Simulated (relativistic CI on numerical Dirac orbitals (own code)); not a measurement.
# Sensitivity of the levels of Ir⁴³⁺ to α and to the nuclear radius

Method of calculation: Dirac-Coulomb-Breit CI, KLI orbitals optimised for each configuration, derivatives by finite differences, unscaled Slater integrals, QED left out (own radial code, finite nucleus).

CI space (outside the closed core [Ar] 3d10): 4s²4p⁴, 4s4p⁵, 4s²4p³4d, 4p⁶, 4s4p⁴4d, 4s²4p³4f, 4s4p⁴4f. Double excitations out of closed p, d and f shells are left out; levels of such configurations are missing from the list, as are those of other unlisted configurations, and high levels can miss mixing partners.

With x = (α/α₀)² − 1 an excitation energy changes as ω = ω₀ + qx; K = 2q/ω₀ is the relative enhancement. Terms are leading LS components, so labels can repeat. The field-shift factor is F = δν/δ⟨r²⟩ for the transition from the lowest level.

Lowest level 4s²4p⁴ ³P2.

| Level | ω₀ (cm⁻¹) | q (cm⁻¹) | F (GHz/fm²) |
| --- | --- | --- | --- |
| 4s²4p⁴ ¹S0 | 86801 | 4227 | -1.07 |
| 4s²4p⁴ ³P1 | 921924 | 1.162e+06 | -204 |
| 4s²4p⁴ ¹D2 | 961787 | 1.16e+06 | -204 |
| 4s²4p³4d ³D°2 | 1334886 | 63930 | 9.68 |
| 4s²4p³4d ³D°1 | 1363446 | 87210 | -37.1 |
| 4s²4p³4d ³P°0 | 1363738 | 63030 | 22 |
| 4s²4p³4d ³F°3 | 1368646 | 67560 | 21.2 |
| 4s²4p³4d ³F°4 | 1545984 | 264200 | 26.1 |
| 4s²4p³4d ³D°2 | 1562485 | 380500 | -278 |
| 4s²4p³4d ³D°3 | 1676634 | 289400 | 19.9 |
| 4s²4p³4d ³D°1 | 1706326 | 325800 | -85.3 |
| 4s4p⁵ ³P°2 | 1852487 | 1.21e+06 | -2400 |
| 4s²4p⁴ ³P0 | 1918797 | 2.322e+06 | -424 |
| 4s4p⁵ ¹P°1 | 1956825 | 1.259e+06 | -2350 |
| 4s²4p³4d ³F°2 | 2219111 | 1.217e+06 | -180 |
| 4s²4p³4d ³D°1 | 2220812 | 1.224e+06 | -243 |
| 4s²4p³4d ⁵D°0 | 2224018 | 1.233e+06 | -223 |
| 4s²4p³4d ³F°3 | 2252003 | 1.222e+06 | -180 |
| 4s²4p³4d ³G°4 | 2289619 | 1.216e+06 | -181 |
| 4s²4p³4d ³F°2 | 2340692 | 1.222e+06 | -189 |
| 4s²4p³4d ³D°3 | 2412045 | 1.377e+06 | -173 |
| 4s²4p³4d ⁵D°4 | 2419186 | 1.417e+06 | -174 |
| 4s²4p³4d ³D°3 | 2440083 | 1.244e+06 | -172 |

At this charge energies of transitions that change n are usually good to better than 1 %, and those within a shell (Δn = 0) to a few per cent.

Which transition from the lowest level has the largest |K|?

4s²4p⁴ ³P1 at 921924 cm⁻¹, K = 2.52.
